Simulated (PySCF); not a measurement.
C₅H₁₂Se.
Numbering: `[CH3:1][Se:2][CH2:3][CH:4]([CH3:5])[CH3:6]` (hydrogens: H7, H8, H9 on C1; H10, H11 on C3; H12 on C4; H13, H14, H15 on C5; H16, H17, H18 on C6)

Computed by this run: PBE0-D3(BJ)/def2-SVP geometry optimisation, gas phase in PySCF 2.14.0; density fitting, grid level 1; the optimiser is geomeTRIC in internal coordinates, started from a GFN2-xTB structure with every atom displaced at random (about 0.01 Å).

Step 0: E = -70704.8389 eV
```
atom  x, y, z in Å  |  force x, y, z in eV/Å
C1      3.2831    0.0785   -0.2366   -1.595   1.412   0.210
Se2     1.7671   -0.9280    0.4835    0.003   0.020  -0.086
C3      0.3303    0.2773   -0.1826    1.824   0.219   0.825
C4     -0.9748   -0.0124    0.4407   -2.086  -0.197  -0.120
C5     -2.0178    1.0287   -0.0348    0.562  -0.078   0.749
C6     -1.4844   -1.4136    0.0823    0.766   0.586   0.633
H7      3.1571    0.1850   -1.3188    0.120  -0.013  -0.144
H8      4.1935   -0.4257   -0.0106    0.971  -0.663   0.296
H9      3.2774    1.0955    0.2383    0.171  -0.646  -0.350
H10     0.6771    1.2887    0.0862   -0.064   0.021  -0.171
H11     0.3079    0.1703   -1.2528   -0.104   0.010  -0.915
H12    -0.9048    0.0533    1.5422    0.125   0.066  -0.074
H13    -2.1487    1.0109   -1.1159    0.040  -0.044  -0.432
H14    -1.7092    2.0389    0.2652   -0.006   0.158  -0.074
H15    -2.9936    0.8402    0.4216   -0.214  -0.093   0.108
H16    -0.7542   -2.1415    0.4353    0.100  -0.504  -0.021
H17    -2.4363   -1.6222    0.5499   -0.582  -0.120   0.308
H18    -1.5983   -1.5123   -0.9874   -0.031  -0.134  -0.742
```

Step 1: E = -70704.9875 eV
```
atom  x, y, z in Å  |  force x, y, z in eV/Å
C1      3.2331    0.0676   -0.2652    0.431  -0.239  -0.006
Se2     1.7671   -0.8210    0.6307    0.038   0.035   0.029
C3      0.3725    0.3319   -0.0986   -0.234  -0.109  -0.060
C4     -1.0139   -0.0124    0.4548    0.157   0.093  -0.151
C5     -2.0284    1.0266   -0.0147   -0.043  -0.007   0.009
C6     -1.4483   -1.4179    0.0607   -0.098  -0.039  -0.028
H7      3.1066    0.0161   -1.3533   -0.022  -0.032  -0.095
H8      4.1617   -0.4712    0.0044   -0.233   0.113  -0.059
H9      3.3436    1.1164    0.0347   -0.097   0.091   0.130
H10     0.6441    1.3656    0.1554   -0.008   0.087   0.008
H11     0.3767    0.2342   -1.2016    0.013   0.015   0.134
H12    -0.9557    0.0397    1.5569    0.007   0.002   0.018
H13    -2.1134    1.0318   -1.1156    0.020  -0.012   0.052
H14    -1.7505    2.0418    0.3068    0.022   0.012  -0.006
H15    -3.0281    0.8106    0.3941    0.002  -0.001  -0.014
H16    -0.7374   -2.1825    0.4070    0.016  -0.010  -0.002
H17    -2.4356   -1.6587    0.4874    0.031   0.007  -0.035
H18    -1.5226   -1.5070   -1.0382   -0.002  -0.006   0.075
```

**Question.** Estimate the geometry and energy of step 2. (The exact step hangs on the optimiser's Hessian estimate; all steps are aligned on step 1, rigid shifts and turns removed.)

**Answer.** E = -70704.9940 eV, largest force 0.106 eV/Å
```
atom  x, y, z in Å  |  force x, y, z in eV/Å
C1      3.2531    0.0682   -0.2666    0.087   0.034  -0.049
Se2     1.7760   -0.8200    0.6175   -0.049  -0.001   0.010
C3      0.3663    0.3294   -0.1065   -0.036  -0.016   0.011
C4     -1.0148   -0.0144    0.4498    0.073  -0.004  -0.024
C5     -2.0291    1.0269   -0.0127   -0.020   0.010   0.015
C6     -1.4589   -1.4210    0.0629   -0.010  -0.001   0.013
H7      3.1347    0.0251   -1.3590   -0.004   0.000   0.015
H8      4.1736   -0.4664    0.0091   -0.045   0.002   0.007
H9      3.3419    1.1157    0.0576   -0.030  -0.028   0.006
H10     0.6313    1.3677    0.1465    0.001   0.004  -0.006
H11     0.3686    0.2333   -1.2058    0.017  -0.001   0.011
H12    -0.9498    0.0398    1.5519   -0.005  -0.010   0.007
H13    -2.1173    1.0289   -1.1118    0.001   0.002  -0.003
H14    -1.7431    2.0418    0.3043    0.005  -0.001  -0.007
H15    -3.0278    0.8157    0.4003    0.005  -0.002  -0.004
H16    -0.7483   -2.1877    0.4069    0.006   0.004   0.000
H17    -2.4441   -1.6565    0.4942    0.002   0.008  -0.004
H18    -1.5407   -1.5150   -1.0329    0.001  -0.001   0.001
```

The energy changes by -0.0065 eV. The first-order estimate −F·Δx gives -0.0120 eV and the mean of the old and new forces, exact on a quadratic surface, -0.0065 eV. The step makes an angle of 75° with the force vector and moves no atom by more than 0.030 Å.

What follows is the cost of the whole optimisation. Time: 30 s of wall time; peak memory 0.67 GiB. Hardware: one thread, AMD EPYC 9R45 (x86_64), shared host with 96 logical CPUs at a one-minute load of 3.5.
